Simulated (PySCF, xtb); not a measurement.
Al(Cl)2(NHMe) (CH₄AlCl₂N), SMILES C[NH][Al]([Cl])[Cl]. Other conformers were not sampled.

Harmonic wavenumbers (cm⁻¹) from GFN2-xTB (xtb 6.7.1) at its own minimum, in rising order: 87, 109, 119, 171, 238, 256, 424, 500, 635, 722, 1021, 1106, 1118, 1311, 1414, 1484, 1495, 2933, 2954, 3017, 3376.

Question: What does PBE-D3(BJ)/def2-SVP run with PySCF give at its own minimum? (Estimate from the structure and the level; the computed values follow.)

Answer: 100, 108, 141, 162, 209, 289, 418, 513, 612, 761, 1044, 1098, 1134, 1336, 1399, 1417, 1443, 2925, 2985, 3050, 3500. Paired by order, the mean absolute difference is 28 cm⁻¹ and the zero-point energies are 35.0 and 35.2 kcal/mol.
